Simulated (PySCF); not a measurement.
## Working out the ionisation energy of Si⁺

Si⁺ [Ne] 3s2 3p1 (2P) → Si²⁺ [Ne] 3s2 (1S). Computed with PySCF 2.14 in aug-cc-pV(D+d)Z, with the non-relativistic Hamiltonian (point nucleus). Frozen: [Ne]. Energies in hartree (1 hartree = 27.21139 eV):

```csv
part,Si⁺ (lower),Si²⁺ (upper)
UHF,-288.569999,-287.988390
MP2 opposite-spin,-0.033251,-0.029147
MP2 same-spin,-0.002282,0.000000
```

Problem. What does Hartree-Fock give?

Solution. (-287.988390) − (-288.569999) = 0.581609 hartree = 15.826 eV.

Problem. What do MP2 and SCS-MP2 (6/5 opposite-spin, 1/3 same-spin) give?

Solution. The opposite-spin parts differ by 0.112 eV and the same-spin parts by 0.062 eV. MP2: 15.826 + (0.112) + (0.062) = 16.000 eV. SCS-MP2: 15.826 + 1.2 × (0.112) + (0.062)/3 = 15.981 eV.

Measured between the centres of the two terms (NIST): 16.322 eV, so MP2 (valence) is off by -0.322 eV.

What remains against the reference includes basis incompleteness, the frozen core and correlation beyond second order.
